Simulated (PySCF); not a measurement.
A calculated (PBE, PySCF 2.14, x2c-QZVPPall, the spin-free X2C one-electron Hamiltonian (Gaussian nucleus)) atom or ion has these occupied shells.

```json
{"shell": "1s β", "electrons": "1", "orbital energy (eV)": "-20840.3", "rms radius, mean of both spins (bohr)": "0.0394"}
{"shell": "1s α", "electrons": "1", "orbital energy (eV)": "-20840.3", "rms radius, mean of both spins (bohr)": "0.0394"}
{"shell": "2s α", "electrons": "1", "orbital energy (eV)": "-2977.0", "rms radius, mean of both spins (bohr)": "0.162"}
{"shell": "2s β", "electrons": "1", "orbital energy (eV)": "-2976.6", "rms radius, mean of both spins (bohr)": "0.162"}
{"shell": "2p α", "electrons": "3", "orbital energy (eV)": "-2665.6", "rms radius, mean of both spins (bohr)": "0.144"}
{"shell": "2p β", "electrons": "3", "orbital energy (eV)": "-2665.2", "rms radius, mean of both spins (bohr)": "0.144"}
{"shell": "3s α", "electrons": "1", "orbital energy (eV)": "-521.62", "rms radius, mean of both spins (bohr)": "0.445"}
{"shell": "3s β", "electrons": "1", "orbital energy (eV)": "-521.38", "rms radius, mean of both spins (bohr)": "0.445"}
{"shell": "3p α", "electrons": "3", "orbital energy (eV)": "-419.28", "rms radius, mean of both spins (bohr)": "0.449"}
{"shell": "3p β", "electrons": "3", "orbital energy (eV)": "-419.00", "rms radius, mean of both spins (bohr)": "0.449"}
{"shell": "3d α", "electrons": "5", "orbital energy (eV)": "-253.37", "rms radius, mean of both spins (bohr)": "0.437"}
{"shell": "3d β", "electrons": "5", "orbital energy (eV)": "-252.95", "rms radius, mean of both spins (bohr)": "0.437"}
{"shell": "4s α", "electrons": "1", "orbital energy (eV)": "-78.219", "rms radius, mean of both spins (bohr)": "1.13"}
{"shell": "4s β", "electrons": "1", "orbital energy (eV)": "-75.802", "rms radius, mean of both spins (bohr)": "1.13"}
{"shell": "4p α", "electrons": "3", "orbital energy (eV)": "-50.511", "rms radius, mean of both spins (bohr)": "1.27"}
{"shell": "4p β", "electrons": "3", "orbital energy (eV)": "-47.868", "rms radius, mean of both spins (bohr)": "1.27"}
{"shell": "4d α", "electrons": "5", "orbital energy (eV)": "-12.493", "rms radius, mean of both spins (bohr)": "1.93"}
{"shell": "4d β", "electrons": "1", "orbital energy (eV)": "-10.274", "rms radius, mean of both spins (bohr)": "1.93"}
```

Name the element and its charge.

Tc⁺ (technetium, charge +1), in [Kr] 4d6, high-spin 5D determinant (an excited configuration).
